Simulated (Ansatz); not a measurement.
The cluster Be₅Te₅⁻. Charge -1, multiplicity 2. Geometry PBE-D4/def2-SVP.

```
atom    x (Å)    y (Å)    z (Å)
 Be1  -0.7861   1.0432  -1.4339
 Be2   1.1224  -0.5951  -0.6106
 Be3   0.3939   1.2389   0.5944
 Be4   0.7106  -1.0444   1.5933
 Be5  -1.1204  -0.8797  -0.1192
 Te6   0.2015   3.0279  -0.9524
 Te7   2.6280   0.3044   0.9971
 Te8  -1.2473   0.1814   2.1099
 Te9  -2.3155  -0.4812  -2.1293
Te10   0.4130  -2.7954  -0.0494
```

In the def2 sets Te takes a core potential; there is no spin–orbit coupling. The structure comes from a short search, and lower isomers may exist.

Question: Estimate the α-spin orbital energies around the gap (eV) in Ansatz with LDA (SPW92)/def2-SVP, PBE-D4/def2-SVP, PBE-D4/def2-SVPD, r2SCAN-D4/def2-SVP, PBE0-D4/def2-SVP.

Answer: 
```json
{"orbital": "HOMO−9", "LDA (SPW92)/def2-SVP": "-3.73", "PBE-D4/def2-SVP": "-3.58", "PBE-D4/def2-SVPD": "-3.73", "r2SCAN-D4/def2-SVP": "-3.95", "PBE0-D4/def2-SVP": "-4.72"}
{"orbital": "HOMO−8", "LDA (SPW92)/def2-SVP": "-3.64", "PBE-D4/def2-SVP": "-3.47", "PBE-D4/def2-SVPD": "-3.61", "r2SCAN-D4/def2-SVP": "-3.83", "PBE0-D4/def2-SVP": "-4.57"}
{"orbital": "HOMO−7", "LDA (SPW92)/def2-SVP": "-3.26", "PBE-D4/def2-SVP": "-3.10", "PBE-D4/def2-SVPD": "-3.24", "r2SCAN-D4/def2-SVP": "-3.44", "PBE0-D4/def2-SVP": "-4.15"}
{"orbital": "HOMO−6", "LDA (SPW92)/def2-SVP": "-3.07", "PBE-D4/def2-SVP": "-2.90", "PBE-D4/def2-SVPD": "-3.05", "r2SCAN-D4/def2-SVP": "-3.23", "PBE0-D4/def2-SVP": "-3.97"}
{"orbital": "HOMO−5", "LDA (SPW92)/def2-SVP": "-2.73", "PBE-D4/def2-SVP": "-2.56", "PBE-D4/def2-SVPD": "-2.70", "r2SCAN-D4/def2-SVP": "-2.87", "PBE0-D4/def2-SVP": "-3.57"}
{"orbital": "HOMO−4", "LDA (SPW92)/def2-SVP": "-2.47", "PBE-D4/def2-SVP": "-2.30", "PBE-D4/def2-SVPD": "-2.45", "r2SCAN-D4/def2-SVP": "-2.63", "PBE0-D4/def2-SVP": "-3.32"}
{"orbital": "HOMO−3", "LDA (SPW92)/def2-SVP": "-2.28", "PBE-D4/def2-SVP": "-2.12", "PBE-D4/def2-SVPD": "-2.28", "r2SCAN-D4/def2-SVP": "-2.43", "PBE0-D4/def2-SVP": "-3.11"}
{"orbital": "HOMO−2", "LDA (SPW92)/def2-SVP": "-2.15", "PBE-D4/def2-SVP": "-1.97", "PBE-D4/def2-SVPD": "-2.13", "r2SCAN-D4/def2-SVP": "-2.27", "PBE0-D4/def2-SVP": "-2.93"}
{"orbital": "HOMO−1", "LDA (SPW92)/def2-SVP": "-1.59", "PBE-D4/def2-SVP": "-1.44", "PBE-D4/def2-SVPD": "-1.60", "r2SCAN-D4/def2-SVP": "-1.72", "PBE0-D4/def2-SVP": "-2.37"}
{"orbital": "HOMO", "LDA (SPW92)/def2-SVP": "-1.53", "PBE-D4/def2-SVP": "-1.40", "PBE-D4/def2-SVPD": "-1.56", "r2SCAN-D4/def2-SVP": "-1.70", "PBE0-D4/def2-SVP": "-2.30"}
{"orbital": "LUMO", "LDA (SPW92)/def2-SVP": "-0.14", "PBE-D4/def2-SVP": "0.06", "PBE-D4/def2-SVPD": "-0.10", "r2SCAN-D4/def2-SVP": "0.11", "PBE0-D4/def2-SVP": "0.57"}
{"orbital": "LUMO+1", "LDA (SPW92)/def2-SVP": "1.12", "PBE-D4/def2-SVP": "1.31", "PBE-D4/def2-SVPD": "1.10", "r2SCAN-D4/def2-SVP": "1.43", "PBE0-D4/def2-SVP": "1.90"}
{"orbital": "LUMO+2", "LDA (SPW92)/def2-SVP": "2.00", "PBE-D4/def2-SVP": "2.17", "PBE-D4/def2-SVPD": "1.74", "r2SCAN-D4/def2-SVP": "2.32", "PBE0-D4/def2-SVP": "2.82"}
{"orbital": "LUMO+3", "LDA (SPW92)/def2-SVP": "2.41", "PBE-D4/def2-SVP": "2.60", "PBE-D4/def2-SVPD": "1.89", "r2SCAN-D4/def2-SVP": "2.82", "PBE0-D4/def2-SVP": "3.24"}
{"orbital": "LUMO+4", "LDA (SPW92)/def2-SVP": "2.58", "PBE-D4/def2-SVP": "2.76", "PBE-D4/def2-SVPD": "2.11", "r2SCAN-D4/def2-SVP": "2.90", "PBE0-D4/def2-SVP": "3.39"}
{"orbital": "LUMO+5", "LDA (SPW92)/def2-SVP": "2.67", "PBE-D4/def2-SVP": "2.86", "PBE-D4/def2-SVPD": "2.15", "r2SCAN-D4/def2-SVP": "3.11", "PBE0-D4/def2-SVP": "3.51"}
{"orbital": "β HOMO", "LDA (SPW92)/def2-SVP": "-1.51", "PBE-D4/def2-SVP": "-1.33", "PBE-D4/def2-SVPD": "-1.50", "r2SCAN-D4/def2-SVP": "-1.58", "PBE0-D4/def2-SVP": "-2.17"}
{"orbital": "β LUMO", "LDA (SPW92)/def2-SVP": "-1.26", "PBE-D4/def2-SVP": "-1.02", "PBE-D4/def2-SVPD": "-1.17", "r2SCAN-D4/def2-SVP": "-1.05", "PBE0-D4/def2-SVP": "-0.61"}
```
